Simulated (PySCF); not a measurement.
**UHF on Gd (gadolinium, neutral)**

Configuration: [Xe] 4f6 5d2 6s2, one real determinant (an excited configuration). Calculation: PySCF 2.14, in x2c-TZVPPall (11s7p7d4f2g, 113 functions); scalar relativity by spin-free X2C-1e.

- Total energy: -11266.458594 hartree
- One-electron energy: -15386.4262 hartree
- Hartree (Coulomb) energy: 4368.3054 hartree
- Exchange energy: -248.3378 hartree
- ⟨S²⟩: 20.0250
- ⟨L²⟩: 24.079
- Sum of ⟨r⟩: 45.45 bohr
- Sum of ⟨r²⟩: 86.29 bohr²
- Langevin diamagnetic susceptibility: -68.3 ×10⁻⁶ cm³/mol

```json
{"shell": "1s α", "electrons": "1", "mean orbital energy (hartree)": "-1855.86511", "spread (hartree)": "0", "rms radius, mean of both spins (bohr)": "0.0249"}
{"shell": "1s β", "electrons": "1", "mean orbital energy (hartree)": "-1855.86461", "spread (hartree)": "0", "rms radius, mean of both spins (bohr)": "0.0249"}
{"shell": "2s α", "electrons": "1", "mean orbital energy (hartree)": "-311.12584", "spread (hartree)": "0", "rms radius, mean of both spins (bohr)": "0.101"}
{"shell": "2s β", "electrons": "1", "mean orbital energy (hartree)": "-311.11591", "spread (hartree)": "0", "rms radius, mean of both spins (bohr)": "0.101"}
{"shell": "2p α", "electrons": "3", "mean orbital energy (hartree)": "-277.11710", "spread (hartree)": "0", "rms radius, mean of both spins (bohr)": "0.0907"}
{"shell": "2p β", "electrons": "3", "mean orbital energy (hartree)": "-277.10795", "spread (hartree)": "0", "rms radius, mean of both spins (bohr)": "0.0907"}
{"shell": "3s α", "electrons": "1", "mean orbital energy (hartree)": "-71.20803", "spread (hartree)": "0", "rms radius, mean of both spins (bohr)": "0.260"}
{"shell": "3s β", "electrons": "1", "mean orbital energy (hartree)": "-71.05197", "spread (hartree)": "0", "rms radius, mean of both spins (bohr)": "0.260"}
{"shell": "3p α", "electrons": "3", "mean orbital energy (hartree)": "-60.42268", "spread (hartree)": "0", "rms radius, mean of both spins (bohr)": "0.261"}
{"shell": "3p β", "electrons": "3", "mean orbital energy (hartree)": "-60.24636", "spread (hartree)": "0", "rms radius, mean of both spins (bohr)": "0.261"}
{"shell": "3d α", "electrons": "5", "mean orbital energy (hartree)": "-45.92910", "spread (hartree)": "0.03589", "rms radius, mean of both spins (bohr)": "0.239"}
{"shell": "3d β", "electrons": "5", "mean orbital energy (hartree)": "-45.73665", "spread (hartree)": "0.01864", "rms radius, mean of both spins (bohr)": "0.239"}
{"shell": "4s α", "electrons": "1", "mean orbital energy (hartree)": "-15.64723", "spread (hartree)": "0", "rms radius, mean of both spins (bohr)": "0.586"}
{"shell": "4s β", "electrons": "1", "mean orbital energy (hartree)": "-15.23887", "spread (hartree)": "0", "rms radius, mean of both spins (bohr)": "0.586"}
{"shell": "4p α", "electrons": "3", "mean orbital energy (hartree)": "-11.98944", "spread (hartree)": "0", "rms radius, mean of both spins (bohr)": "0.622"}
{"shell": "4p β", "electrons": "3", "mean orbital energy (hartree)": "-11.53893", "spread (hartree)": "0", "rms radius, mean of both spins (bohr)": "0.622"}
{"shell": "4d α", "electrons": "5", "mean orbital energy (hartree)": "-6.79290", "spread (hartree)": "0.11263", "rms radius, mean of both spins (bohr)": "0.682"}
{"shell": "4d β", "electrons": "5", "mean orbital energy (hartree)": "-6.20842", "spread (hartree)": "0.05069", "rms radius, mean of both spins (bohr)": "0.682"}
{"shell": "5s α", "electrons": "1", "mean orbital energy (hartree)": "-2.48318", "spread (hartree)": "0", "rms radius, mean of both spins (bohr)": "1.41"}
{"shell": "5s β", "electrons": "1", "mean orbital energy (hartree)": "-2.29246", "spread (hartree)": "0", "rms radius, mean of both spins (bohr)": "1.41"}
{"shell": "5p α", "electrons": "3", "mean orbital energy (hartree)": "-1.46180", "spread (hartree)": "0", "rms radius, mean of both spins (bohr)": "1.64"}
{"shell": "5p β", "electrons": "3", "mean orbital energy (hartree)": "-1.26925", "spread (hartree)": "0", "rms radius, mean of both spins (bohr)": "1.64"}
{"shell": "4f α", "electrons": "6", "mean orbital energy (hartree)": "-1.12318", "spread (hartree)": "0.05144", "rms radius, mean of both spins (bohr)": "0.880"}
{"shell": "5d α", "electrons": "2", "mean orbital energy (hartree)": "-0.32361", "spread (hartree)": "0", "rms radius, mean of both spins (bohr)": "2.55"}
{"shell": "6s α", "electrons": "1", "mean orbital energy (hartree)": "-0.22888", "spread (hartree)": "0", "rms radius, mean of both spins (bohr)": "4.45"}
{"shell": "6s β", "electrons": "1", "mean orbital energy (hartree)": "-0.18711", "spread (hartree)": "0", "rms radius, mean of both spins (bohr)": "4.45"}
```

⟨L²⟩ = 24.08 against 42 for a pure I term, so this real determinant mixes terms. Spin-orbit coupling, absent here, splits the open shell strongly.

Densities and radii are taken from the X2C orbitals without a picture-change correction, which distorts them close to the nucleus.

Spin-orbit constants ζ (cm⁻¹) from the X2C one-electron operator on these orbitals: bare nucleus, nucleus screened by l(l+1)(2l+1)/3 electrons, and screened by the Breit-Pauli mean field of the electrons.

```
shell     bare  screened nucleus  mean field
   2p  3606000           3493000         n/a
   3p   747300            724000         n/a
   3d   116500             98310         n/a
   4p   164500            159400         n/a
   4d    21900             18480         n/a
   4f     3293              1852         n/a
   5p    22190             21500         n/a
   5d     1451              1225         n/a
```

To first order the Landé constant is A = 192.3 cm⁻¹, so the lowest level has J = 2 and lies 0.668 eV below the centre of the term. This holds in LS coupling only.
